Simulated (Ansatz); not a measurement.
The first iterations of a band of BH3O + H5NSi (12 atoms, charge 0, multiplicity 1).

Level of theory: RHF/6-31G* (Ansatz 0.2.0).

* movable images: 7
* climbing image: yes
* spring: 5.0 eV/Å²
* optimiser: quadratic models (default)
* start path: through a guess of the saddle point
* force threshold: 0.05 eV/Å
* iteration limit: 60
* end points: relaxed

First end point:

```xyz
12
Properties=species:S:1:pos:R:3
B -0.009 -0.404 -0.422
H 0.272 -1.150 0.468
H 0.825 0.178 -1.038
O -1.290 -0.280 -0.841
H -1.902 -0.799 -0.339
N -0.226 1.880 1.341
H -0.854 2.165 0.617
Si 1.212 2.812 1.611
H 2.083 2.054 2.531
H 1.877 3.014 0.312
H 0.982 4.146 2.215
H -0.745 1.561 2.135
```

Last end point:

```xyz
12
Properties=species:S:1:pos:R:3
B -0.001 0.702 -0.398
H -0.972 -0.912 3.389
H 1.025 0.111 -0.560
O -1.169 0.222 -0.906
H -1.068 -0.594 -1.372
N -0.023 1.917 0.328
H -0.931 2.334 0.398
Si 1.303 2.772 1.054
H 2.494 1.908 1.000
H 1.595 4.040 0.353
H 0.995 3.109 2.459
H -1.025 -0.431 2.842
```

| iteration | highest image above the first end (eV) | largest band force component (eV/Å) |
| --- | --- | --- |
| 1 | 4.746 | 8.116 |
| 2 | 2.819 | 4.337 |
| 3 | 2.390 | 3.875 |
| 4 | 2.267 | 1.337 |
| 5 | 2.087 | 0.676 |
| 6 | 1.397 | 1.200 |
| 7 | 1.150 | 0.669 |
| 8 | 0.761 | 1.336 |

Q: Does the band converge within its limit, and where does its top end?

A: The forces met the threshold. It ended after 25 iterations with the highest image 2.048 eV above the first end. Neighbouring images differ by up to 2.7 eV, so the band resolves the path poorly. A vibrational analysis at the climbing image gives one clearly imaginary mode, 2026i cm⁻¹: a first-order saddle point. The orbitals stay closed-shell, which can raise the energy where a bond breaks towards radicals; this wasn't checked here.

The run took 3.5 min on 1 thread of Arm Neoverse V2, with other jobs on the host, peak memory 0.15 GiB.
